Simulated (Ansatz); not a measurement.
Start from `B[SiH2]O[SiH2]F` and change one atom or group to get `[BH2][GeH2][O][SiH2]F`.

Ansatz, PBE0-D4/def2-TZVP geometries, multiplicity 1. Each molecule was computed in one conformer, which needn't be the lowest.

Scalar relativity is left out up to krypton.

| property | `B[SiH2]O[SiH2]F` |
| --- | --- |
| LUMO energy (B3LYP/def2-TZVPP) / eV | -2.83 |
| HOMO energy (B3LYP/def2-TZVPP) / eV | -8.05 |
| HOMO energy (ωB97M-V/def2-TZVPP) / eV | -10.43 |
| LUMO energy (ωB97M-V/def2-TZVPP) / eV | -0.65 |
| HOMO–LUMO gap (PBE/def2-TZVPP) / eV | 3.31 |
| size of the dipole moment (PBE/def2-TZVPP) / D | 1.06 |

Q: Give the same properties after the change, and the shifts. (An estimate is asked.)

A: Computed: 
```json
{"property": "LUMO energy (B3LYP/def2-TZVPP) / eV", "`[BH2][GeH2][O][SiH2]F`": "-3.01", "shift": "-0.18"}
{"property": "HOMO energy (B3LYP/def2-TZVPP) / eV", "`[BH2][GeH2][O][SiH2]F`": "-8.29", "shift": "-0.24"}
{"property": "HOMO energy (ωB97M-V/def2-TZVPP) / eV", "`[BH2][GeH2][O][SiH2]F`": "-10.69", "shift": "-0.26"}
{"property": "LUMO energy (ωB97M-V/def2-TZVPP) / eV", "`[BH2][GeH2][O][SiH2]F`": "-0.83", "shift": "-0.18"}
{"property": "HOMO–LUMO gap (PBE/def2-TZVPP) / eV", "`[BH2][GeH2][O][SiH2]F`": "3.24", "shift": "-0.07"}
{"property": "size of the dipole moment (PBE/def2-TZVPP) / D", "`[BH2][GeH2][O][SiH2]F`": "2.77", "shift": "1.71"}
```

With PBE0 the HOMO falls by 0.27 eV and the LUMO falls by 0.17 eV, so the gap widens by about 0.10 eV. PBE moves the HOMO by -0.11 eV and ωB97M-V by -0.26 eV. Dipoles are sizes alone; their direction can turn.

B3LYP here is the variant with VWN-RPA as its local correlation; programs differ in this.
